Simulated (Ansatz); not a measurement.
Geometry optimisation, Ansatz 0.2.0, DFT PBE, scalar-relativistic, plane waves, PAW.

input.yaml

```yaml
crystal:
  lattice:
    - [7.398, 0.0, 0.0]
    - [-3.699, 6.406856, 0.0]
    - [0.0, 0.0, 12.0]
  atoms:
    - { symbol: C, position: [0.0, 0.0, 0.0833333] }
    - { symbol: C, position: [0.2222222, 0.1111111, 0.0833333] }
    - { symbol: C, position: [0.0, 0.3333333, 0.0833333] }
    - { symbol: C, position: [0.2222222, 0.4444444, 0.0833333] }
    - { symbol: C, position: [0.0, 0.6666667, 0.0833333] }
    - { symbol: C, position: [0.2222222, 0.7777778, 0.0833333] }
    - { symbol: C, position: [0.3333333, 0.0, 0.0833333] }
    - { symbol: C, position: [0.5555556, 0.1111111, 0.0833333] }
    - { symbol: C, position: [0.3333333, 0.3333333, 0.0833333] }
    - { symbol: C, position: [0.5555556, 0.4444444, 0.0833333] }
    - { symbol: C, position: [0.3333333, 0.6666667, 0.0833333] }
    - { symbol: C, position: [0.5555556, 0.7777778, 0.0833333] }
    - { symbol: C, position: [0.6666667, 0.0, 0.0833333] }
    - { symbol: C, position: [0.8888889, 0.1111111, 0.0833333] }
    - { symbol: C, position: [0.6666667, 0.3333333, 0.0833333] }
    - { symbol: C, position: [0.8888889, 0.4444444, 0.0833333] }
    - { symbol: C, position: [0.6666667, 0.6666667, 0.0833333] }
    - { symbol: C, position: [0.8888889, 0.7777778, 0.0833333] }
    - { symbol: K, position: [0.3746489, 0.1734649, 0.3075], spin: 1.0 }
magnetization:
  spin_polarized: true
basis:
  ecutwfc: 420.0
kpoints:
  mp_grid: { grid: [2, 2, 1] }
hamiltonian:
  xc: pbe
scf:
  occupations: { method: gaussian, width: 0.05 }
  lower_state_search: "off"
relax:
  f_tol: 0.03
  max_steps: 60
  adjacent_minimum: "off"
```

Run as:

```bash
$ ansatz run input.yaml --threads 2 --pin off --max-ram 5120MiB --backend cpu --events-out ev --progress --plain --runs-dir out
```

Problem. Where does it end, and by what steps?

Solution. The run converged. The force dipped under the threshold on the way, but the program's further checks kept it going. Limits of this set-up: slab without dipole correction. After 4 steps the energy has fallen by 0.085 eV; K19 moved furthest, 0.48 Å.

```tsv
step	energy less start (eV)	largest force component (eV/Å)	accepted
0	0.0000	0.498	yes
1	-0.0589	0.115	yes
2	-0.0760	0.054	yes
3	-0.0843	0.012	yes
4	-0.0848	0.005	yes
```

```xyz
19
Lattice="7.3980 0.0000 0.0000 -3.6990 6.4069 0.0000 0.0000 0.0000 12.0000" Properties=species:S:1:pos:R:3
C -0.020 -0.018 1.019
C 1.212 0.694 0.991
C -1.251 2.119 1.022
C -0.020 2.832 1.019
C -2.484 4.255 1.022
C -1.251 4.964 1.019
C 2.448 -0.020 0.991
C 3.684 0.694 0.991
C 1.212 2.121 0.991
C 2.448 2.834 0.991
C -0.018 4.255 1.022
C 1.215 4.966 1.022
C 4.917 -0.018 1.019
C 6.147 0.696 1.022
C 3.684 2.121 0.991
C 4.917 2.832 1.018
C 2.448 4.257 1.018
C 3.681 4.966 1.022
K 2.451 1.410 3.503
```

Whether the end is a true minimum wasn't checked by a vibrational analysis.

The run took 43 s on 2 threads of Arm Neoverse V2, with other jobs on the host, peak memory 0.92 GiB.
